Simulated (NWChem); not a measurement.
# Basis-set convergence for ClFSn

```xyz
3

Sn    -0.5017     0.2324     0.0000
F      0.7984     1.6903     0.0000
Cl     1.0529    -1.5783     0.0000
```
Charge 0, spin multiplicity 1.

Everything below was run with NWChem. All single points use one geometry, from PBE0/def2-SVP with def2 effective core potentials on Sn, a minimum by its harmonic frequencies.

Quantity: LUMO energy at the level PBE.

Effective core potentials replace the inner electrons of Sn; spin-orbit coupling is left out. The structure started from a generated list of species.

| basis | functions | LUMO energy (eV) |
|---|---|---|
| def2-SVP | 58 | ___ |
| def2-SVPD | 82 | ___ |
| def2-TZVP | 118 | -3.68 |
| def2-TZVPP | 123 | -3.68 |
| def2-TZVPD | 142 | -3.75 |
| def2-QZVP | 209 | ___ |

**Question.** Fill in the missing entries.

**Answer.** 
- def2-SVP, LUMO energy (eV): -3.48
- def2-SVPD, LUMO energy (eV): -3.80
- def2-QZVP, LUMO energy (eV): -3.72
